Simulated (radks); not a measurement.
Ionisation ladder of europium, from Eu XXXVII to Eu LXIII (ions without a valid solution omitted). Each ion is in the ground configuration listed by NIST, and IE = E(next ion) - E(this ion), with E = 0 for the bare nucleus. Calculated with a radial shooting solver on a logarithmic mesh with Libxc functionals: scalar-relativistic Kohn-Sham, SCAN, spin-polarised, spherical densities, finite nucleus; open shells are filled with parallel spins first (spin-orbit coupling, left out, can overturn this in heavy ions); meta-GGA in the generalised Kohn-Sham scheme; Fermi nuclear charge, rms radius 5.1115 fm.

species,configuration,E (hartree),"IE, Delta-SCF (eV)",-e(HOMO) (eV),HOMO,<r> HOMO (bohr),"IE, NIST (eV)",kind,error (eV)
Eu XXXVII,[Ar] 3d9,-10042.1906,2610.4,2561.6,3d down,0.217,2591,theory,+19.4
Eu XXXVIII,[Ar] 3d8,-9946.2584,2710.7,2661.6,3d down,0.215,2697,theory,+13.7
Eu XXXIX,[Ar] 3d7,-9846.6410,2811.6,2762.2,3d down,0.213,2807,theory,+4.6
Eu XL,[Ar] 3d6,-9743.3162,2913.0,2863.3,3d down,0.211,2914,theory,-1.0
Eu XLI,[Ar] 3d5,-9636.2656,3055.5,3003.2,3d up,0.208,3022,theory,+33.5
Eu XLII,[Ar] 3d4,-9523.9770,3163.1,3110.4,3d up,0.206,3168,theory,-4.9
Eu XLIII,[Ar] 3d3,-9407.7348,3271.3,3218.3,3d up,0.205,3279,theory,-7.7
Eu XLIV,[Ar] 3d2,-9287.5149,3380.1,3326.8,3d up,0.203,3398,theory,-17.9
Eu XLV,[Ar] 3d1,-9163.2984,3489.2,3435.8,3d up,0.201,3510,theory,-20.8
Eu XLVI,[Ar],-9035.0744,3880.4,3834.2,3p,0.226,3823,theory,+57.4
Eu XLVII,[Ne] 3s2 3p5,-8892.4742,3975.9,3930.2,3p down,0.224,3921,theory,+54.9
Eu XLVIII,[Ne] 3s2 3p4,-8746.3624,4068.9,4024.6,3p down,0.223,4031,theory,+37.9
Eu XLIX,[Ne] 3s2 3p3,-8596.8320,4203.8,4156.0,3p up,0.222,4131,theory,+72.8
Eu L,[Ne] 3s2 3p2,-8442.3467,4301.8,4254.6,3p up,0.220,4400,theory,-98.2
Eu LI,[Ne] 3s2 3p1,-8284.2570,4397.5,4351.7,3p up,0.219,4513,theory,-115.5
Eu LIV,[Ne],-7770.5070,11110.4,10981.2,2p,0.0821,10880,theory,+230.4
Eu LV,[He] 2s2 2p5,-7362.2060,11374.6,11247.2,2p down,0.0815,11153,theory,+221.6
Eu LIX,[He] 2s2 2p1,-5623.7672,12551.6,12423.7,2p up,0.0793,13050,theory,-498.4
Eu LX,[He] 2s2,-5162.5047,13484.2,13396.0,2s,0.0905,13462,theory,+22.2
Eu LXI,[He] 2s1,-4666.9677,13757.3,13667.7,2s up,0.0901,13738.6,theory,+18.8
Eu LXII,[He],-4161.3946,56037,55656,1s,0.0222,55865.9,theory,+171.3
Eu LXIII,1s1,-2102.0653,57200,56815,1s up,0.0220,57120.6,theory,+79.5

Reference values: NIST Atomic Spectra Database (exp. = measured, semi-emp. = semi-empirical, theory = theoretical value adopted there). The ionisation energy per charge of the ion left behind rises most, in proportion, at Eu LXII ([He]), from 225.53 to 903.83 eV. Open shells are spherical and high-spin; term and fine-structure splittings are not resolved. Spin-orbit splitting is averaged out at the scalar-relativistic level.
